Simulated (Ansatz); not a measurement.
`[CH3][Ge]([CH3])([OH])[OH]` → `[CH3]`• + `[CH3][Ge]([OH])[OH]`•  (homolysis of the C–Ge bond)

Program: Ansatz. Geometries: PBE0-D4/def2-TZVP. ΔE: electronic, gas phase. CCSD(T)/CBS adds triple-zeta CCSD(T) − MP2 to the extrapolated MP2 energy (def2 sets, frozen cores). This one scheme is used for every species. Functionals use def2-TZVPP. B3LYP here is the variant with VWN-RPA as its local correlation; programs differ in this. No spin–orbit coupling; open shells (•) take unrestricted orbitals. For Ge outer-core shells are correlated without core-valence functions, which leaves a few kJ/mol of doubt a bond. Scalar relativity is left out up to krypton. One conformer a species, not always the lowest.

What is ΔE at CCSD(T)/CBS? (Estimate.)

The calculation gave: +370.5 kJ/mol.

What do these levels give: r2SCAN-D4, B3LYP-D4, revPBE, B3LYP, CAM-B3LYP, HF/def2-TZVPP? (Best estimate.)

Computed: r2SCAN-D4 330.2, B3LYP-D4 335.9, revPBE 311.8, B3LYP 323.8, CAM-B3LYP 340.2, HF/def2-TZVPP 259.4 kJ/mol.

Largest T1 diagnostic among the species: 0.014.

At CCSD(T), def2-SVP lies −14.2 kJ/mol from the extrapolated value and def2-TZVPP −5.4 kJ/mol: correlation converges slowly with the basis, and small sets miss more of it in the bonded molecule than in its fragments. Leaving LDA and LC-ωPBE aside and taking each functional with its dispersion term where it has one, the values, not all of them listed here, spread over 44.3 kJ/mol, from BLYP-D4 to ωB97X-V. LDA lies +67.1 kJ/mol from PBE without D4, its usual overbinding.
